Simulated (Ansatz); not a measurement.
Gas-phase electronic energies from Ansatz, PBE0-D4/def2-TZVP geometries. CBS: MP2 limit from def2 TZ/QZ plus the TZ coupled-cluster correction, frozen cores. DFT in def2-TZVPP. For Ge outer-core shells are correlated without core-valence functions, which leaves a few kJ/mol of doubt a bond. Scalar relativity is left out up to krypton. Each species was taken in one conformer, which may not be the lowest.

Reaction (isomerisation): `F[CH]([GeH3])CCl` → `C[CH2][GeH]([F])[Cl]`

`F[CH]([GeH3])CCl`:

```xyz
11

F     0.585    1.370   -1.112
C     0.070    0.162   -0.667
Ge   -1.307    0.549    0.718
C     1.173   -0.699   -0.130
Cl    2.323   -1.206   -1.400
H    -0.407   -0.327   -1.523
H    -0.622    1.163    1.947
H    -2.001   -0.766    1.111
H    -2.326    1.528    0.124
H     0.761   -1.608    0.308
H     1.752   -0.166    0.624
```

`C[CH2][GeH]([F])[Cl]`:

Z-matrix (Å, degrees):
```
C
C 1 1.523
H 1 1.093 2 111.8
H 1 1.092 2 110.7 3 -119.7
H 1 1.092 2 111.4 3 120.6
Ge 2 1.937 1 113.2 3 -60.6
H 2 1.094 1 111.6 3 59.8
H 2 1.093 1 111.5 3 179.5
Cl 6 2.146 2 109.6 1 -61.5
F 6 1.736 2 108.1 1 -176.3
H 6 1.534 2 118.6 1 62.6
```

| level | ΔE (eV) |
| --- | --- |
| r2SCAN | -3.16 |
| SCS-MP2/def2-TZVPP | -3.28 |
| CCSD/def2-TZVPP | -3.20 |
| MP2/CBS(def2) | -3.34 |

Question: What does CCSD(T)/CBS give? (Estimate.)

Answer: Computed: -3.18 eV. The listed levels differ from it by 0.02, -0.10, -0.02, -0.16 eV.

Largest T1 diagnostic among the species: 0.011.

From PBE to PBE0 (25 % exact exchange), in def2-TZVPP and without D4, ΔE moves by −0.09 eV.
